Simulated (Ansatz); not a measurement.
Input file for `F[Si]1([AlH2])C[SiH2]1`:

```yaml
crystal:
  periodic: [false, false, false]
  atoms:
    - {symbol: F, position_ang: [-2.450250, -0.699574, -0.121378]}
    - {symbol: Si, position_ang: [-1.216850, 0.088820, -0.790235]}
    - {symbol: Al, position_ang: [-0.211274, 1.897987, 0.555346]}
    - {symbol: C, position_ang: [0.114673, -1.196017, -1.023292]}
    - {symbol: Si, position_ang: [0.806192, -0.517161, 0.620452]}
    - {symbol: H, position_ang: [0.852013, 2.734346, -0.277563]}
    - {symbol: H, position_ang: [-1.157796, 2.488328, 1.679145]}
    - {symbol: H, position_ang: [0.800155, -0.978261, -1.842706]}
    - {symbol: H, position_ang: [-0.205992, -2.235682, -1.034919]}
    - {symbol: H, position_ang: [0.477536, -1.413953, 1.753632]}
    - {symbol: H, position_ang: [2.256893, -0.226034, 0.502218]}
basis:
  gaussian: {orbitals: def2-TZVPP}
correlation: {method: ccsd_t}
```

```sh
$ ansatz run in.yaml --threads 4 --pin off --events-out ev --progress --plain --max-ram 10444MiB
```

Log, shortened:

```
Functional definition: HF
1588 factors; integrals over basis functions are off by at most 1.2e-3 eV
mean field evaluation 1: about -26137.4007 eV, gradient 3.7e1 eV
mean field evaluation 2: about -26137.6969 eV, gradient 3.8e1 eV
mean field evaluation 4: about -26141.3950 eV, gradient 3.9e0 eV
mean field evaluation 8: about -26141.4815 eV, gradient 3.2e-1 eV
mean field evaluation 16: about -26141.4823 eV, gradient 1.9e-6 eV
mean field -26141.48227194 eV, -960.6817541606 hartree, gradient 1.9e-6 eV, S^2 0.000000; 0 other end points of the search recorded, 0 dependent functions left out
17 core orbitals not correlated: weight in the atoms' cores, before any rotation towards them, 1.000 or more for the frozen orbitals, at most 0.000 for the correlated occupied ones
reference -26141.48227194 eV, -960.6817541606 hartree; 14, 14 occupied and 241, 241 virtual orbitals, 1588 factors
second order -20.27958350 eV of doubles, -0.00000000 eV of singles
cycle   1  -20.98346816 eV  change   -7.0e-1 eV  update   1.2e-1
cycle   2  -21.56659978 eV  change   -5.8e-1 eV  update   3.8e-2
cycle   3  -21.70454336 eV  change   -1.4e-1 eV  update   2.1e-2
cycle   4  -21.69435510 eV  change    1.0e-2 eV  update   6.0e-3
cycle   5  -21.68898590 eV  change    5.4e-3 eV  update   2.9e-3
cycle   6  -21.68973409 eV  change   -7.5e-4 eV  update   1.2e-3
cycle   7  -21.68927249 eV  change    4.6e-4 eV  update   4.9e-4
cycle   8  -21.68921791 eV  change    5.5e-5 eV  update   2.1e-4
cycle   9  -21.68936435 eV  change   -1.5e-4 eV  update   8.5e-5
cycle  10  -21.68936518 eV  change   -8.3e-7 eV  update   3.0e-5
perturbative correction -0.88194111 eV, -0.0324107379 hartree
Total energy: -26164.05357822 eV, -961.5112343672 hartree
```

Run time 100 s (4 threads of an AMD EPYC 7R43 on a shared host); peak host memory 6.6 GiB.

MP2 recovers 89.8 % of the CCSD(T) correlation energy and the triples give 3.9 %; T1 = 0.0152.
